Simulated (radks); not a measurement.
The numbers below are computed, except where a source is named.
Q: The hafnium ion Hf24+, 48 electrons, occupied as [Kr] 4d10 4f2. Code: a radial shooting solver on a logarithmic mesh with Libxc functionals. Model: Dirac Kohn-Sham, PBEsol, spin-unpolarised, spherical densities, finite nucleus; open shells fill j = l - 1/2 first; Fermi nuclear charge, rms radius 5.347 fm. Some entries of the table are withheld. Estimate them.

| orbital | occ. | eigenvalue (hartree) | <r> (bohr) |
|---|---|---|---|
| 1s1/2 | 2 | -2421.681 | 0.01900 |
| 2s1/2 | 2 | -436.7528 | 0.07982 |
| 2p1/2 | 2 | -418.4253 | 0.06616 |
| 2p3/2 | 4 | -374.6833 | 0.07389 |
| 3s1/2 | 2 | -120.9705 | 0.2079 |
| 3p1/2 | 2 | (1) | (2) |
| 3p3/2 | 4 | (3) | (4) |
| 3d3/2 | 4 | -89.67390 | 0.1859 |
| 3d5/2 | 6 | -87.62492 | 0.1903 |
| 4s1/2 | 2 | -44.50956 | 0.4474 |
| 4p1/2 | 2 | -41.11889 | 0.4488 |
| 4p3/2 | 4 | -38.63701 | 0.4744 |
| 4d3/2 | 4 | -33.02478 | 0.4751 |
| 4d5/2 | 6 | -32.52501 | 0.4827 |
| 4f5/2 | 2 | -25.59916 | (5) |
| 4f7/2 | 0 | -25.48044 | (6) |
| 5s1/2 | 0 | -22.20753 | 0.8393 |
| 5p1/2 | 0 | (7) | 0.8599 |
| 5p3/2 | 0 | (8) | 0.8960 |

A: 
(1) 3p1/2 eigenvalue (hartree): -112.8536
(2) 3p1/2 <r> (bohr): 0.1978
(3) 3p3/2 eigenvalue (hartree): -103.4393
(4) 3p3/2 <r> (bohr): 0.2119
(5) 4f5/2 <r> (bohr): 0.4695
(6) 4f7/2 <r> (bohr): 0.4727
(7) 5p1/2 eigenvalue (hartree): -20.77106
(8) 5p3/2 eigenvalue (hartree): -19.92684
